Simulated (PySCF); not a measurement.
## C₈H₁₄Si: full NMR table

* Formula: C8H14Si
* SMILES: CC1=C[C@@H]1[C@]1(C)CC[SiH2]1
* Point group of the computed structure: C1
* Degrees of unsaturation: 3
* Carbon signals: 8
* Proton signals: 10

Atoms are numbered as in `[CH3:1][C:2]1=[CH:3][C@@H:4]1[C@:5]1([CH3:6])[CH2:7][CH2:8][SiH2:9]1` (H(Xn): hydrogen on atom n). Ha(C7), Ha(C8), Ha(Si9) are pro-R; Hb(C7), Hb(C8), Hb(Si9) are pro-S.

- coordinates at the GFN2-xTB level
- shieldings: GIAO PBE0/pcSseg-1
- run in PySCF
- equivalent nuclei averaged, non-relativistic Hamiltonian, no solvent model, one conformer

Shifts are taken against calculated references (same method and geometry level): ¹H (σ = 31.72 ppm) and ¹³C (σ = 186.93 ppm) and ²⁹Si (σ = 349.16 ppm) against TMS.

| carbon | δC, type | δH (multiplicity) | HMBC from (2–3 bonds) | span of the C tensor (ppm) |
| --- | --- | --- | --- | --- |
| C1 | 15.3, CH3 | 2.27 (s) | H(C3), H(C4) | 31 |
| C2 | 135.9, C | – | H(C3), H(C1), H(C4) | 265 |
| C3 | 119.1, CH | 7.13 (d) | H(C1), H(C4) | 244 |
| C4 | 32.7, CH | 1.43 (m) | H(C3), Hb(Si9), Ha(Si9), Ha(C7), H(C1), Hb(C7), H(C6) | 124 |
| C5 | 46.5, C | – | H(C3), Hb(Si9), Ha(Si9), Ha(C7), Hb(C7), H(C4), H(C6), Ha(C8), Hb(C8) | 51 |
| C6 | 28.7, CH3 | 1.40 (s) | Hb(Si9), Ha(Si9), Ha(C7), Hb(C7), H(C4) | 43 |
| C7 | 36.4, CH2 | Ha(C7) 2.31 (m); Hb(C7) 1.90 (m) | Hb(Si9), Ha(Si9), H(C4), H(C6), Ha(C8), Hb(C8) | 43 |
| C8 | 0.4, CH2 | Ha(C8) 1.36 (m); Hb(C8) 1.04 (m) | Hb(Si9), Ha(Si9), Ha(C7), Hb(C7) | 33 |

Other nuclei:
```json
{"atoms": "Hb(Si9)", "nucleus": "¹H", "environment": "hydrogen on a silicon bonded to 2 C, in a 4-membered ring", "δ (ppm)": "4.30", "σ (ppm)": "27.42"}
{"atoms": "Ha(Si9)", "nucleus": "¹H", "environment": "hydrogen on a silicon bonded to 2 C, in a 4-membered ring", "δ (ppm)": "4.10", "σ (ppm)": "27.62"}
{"atoms": "Si9", "nucleus": "²⁹Si", "environment": "silicon bonded to 2 C, 2 H, in a 4-membered ring", "δ (ppm)": "-37.7", "σ (ppm)": "386.9"}
```

- Carbon types of the structure: 2 × C, 2 × CH, 2 × CH2, 2 × CH3, leaving 2 H on heteroatoms.
- δC 135.9: fully substituted alkene carbon; the olefinic region.
- δC 119.1: alkene CH; the olefinic region.
- δC 15.3: allylic methyl carbon; a saturated carbon with 1 carbon neighbour and no heteroatom attached.
- δC 0.4: sp3 CH2 bonded to Si; an electropositive neighbour leaves it electron-rich and shielded.
- δH 7.13: hydrogen on an alkene CH; a vinylic proton, deshielded by the sp2 carbon and the C=C anisotropy.

Shifts are as computed. Against solution values, carbons near 30 ppm lie about +3 ppm off and those near 130 ppm about +5 ppm. Of 1211 compounds with measured shifts, 218 miss one by over three times the rms of a fit or turn the order of signals round; such compounds aren't used in these exercises. Multiplicities follow the n + 1 count of equivalent neighbours, as no J values were calculated; m marks all less simple cases, F and P coupling included.
